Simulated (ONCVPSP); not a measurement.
Ag (Z = 47), ONCV: configuration errors across variants

ONCVPSP 4.0.1 input, shortened (lines: element, Z, core and valence counts, functional; n l f; lmax; l rc ep ncon nbas qcut; lloc lpopt rc5 dvloc0; l nproj debl; icmod fcfact rcfact), PBE, scalar-relativistic:

```
  Ag 47.00    6    3        4      upf
    1    0    2.00
    2    0    2.00
    2    1    6.00
    3    0    2.00
    3    1    6.00
    3    2   10.00
    4    0    2.00
    4    1    6.00
    4    2   10.00
    3
    0    1.30    0.00    4    8    9.90
    1    1.60    0.00    3    7    9.80
    2    1.15    0.00    3    6    8.10
    3    1.50    0.03    4    7    8.60
    4    5    0.90    2.00
    0    2    0.90
    1    2    2.70
    2    2    1.50
    3    2    1.20
    1    0.70    0.00
```

In the s channel the program set the typed energies aside and used -3.795, 0.250 Ha.

All-electron excitation energies from the reference (eV): (1) 4s2 4p6 4d10 5s1 -7.757; (2) 4s2 4p6 4d9 22.114; (3) 4s2 4p6 4d8 58.307; (4) 4s2 4p6 4d9 5s1 5p1 0.815.

4 further variants failed, have other tests or too few solved ones, and are left out.

A true bound ghost makes a file unfit for plane-wave use even where its test errors are small: the radial tests pick states by their node count and pass the ghost by.

Errors AE − PS in meV (a dash: test not solved or not reliable):

| change | (1) | (2) | (3) | (4) | bound ghosts | GHOST(+) flags above zero |
| --- | --- | --- | --- | --- | --- | --- |
| base | +1.3 | -2.7 | -5.1 | +0.4 | none | s |
| s: qcut 9; p: qcut 8.9; d: qcut 7.4; f: qcut 7.8 | +1.2 | -3.7 | -7.0 | -0.8 | none | s |
| s: qcut 10.3; p: qcut 10.2; d: qcut 8.4; f: qcut 8.9 | +1.3 | -2.4 | -4.7 | +0.7 | none | s |

Task: Give the same row for: s: qcut 7.6; p: qcut 7.5; d: qcut 6.2; f: qcut 6.6.

Result: +1.1, -6.4, -13, -3.8; bound ghosts: d; GHOST(+) flags above zero: s.
